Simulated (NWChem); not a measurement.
**ClGa in NWChem**

```xyz
2

Ga     0.0000     0.0000    -0.7909
Cl     0.0000     0.0000     1.4423
```
Charge 0, spin multiplicity 1.

Everything below was run with NWChem. All single points use one geometry, from B3LYP/def2-SVP, a minimum by its harmonic frequencies.

Symmetry labels belong to the abelian group C2v used in the runs, with the axes of the coordinates shown; states degenerate in a higher group split over its labels.

The Hamiltonian is non-relativistic. The structure started from a generated list of species.

**Question.** List the lowest 6 singlet excitations that TD-PBE/def2-SVPD gives, with oscillator strengths.

**Answer.** 
```json
[
 {"state": "1", "symmetry": "b2", "energy (eV)": "4.78", "wavelength (nm)": "259", "f": "0.084"},
 {"state": "2", "symmetry": "b1", "energy (eV)": "4.78", "wavelength (nm)": "259", "f": "0.084"},
 {"state": "3", "symmetry": "a2", "energy (eV)": "5.06", "wavelength (nm)": "245", "f": "0.000"},
 {"state": "4", "symmetry": "a1", "energy (eV)": "5.14", "wavelength (nm)": "241", "f": "0.000"},
 {"state": "5", "symmetry": "a2", "energy (eV)": "5.14", "wavelength (nm)": "241", "f": "0.000"},
 {"state": "6", "symmetry": "a1", "energy (eV)": "5.75", "wavelength (nm)": "216", "f": "0.012"}
]
```
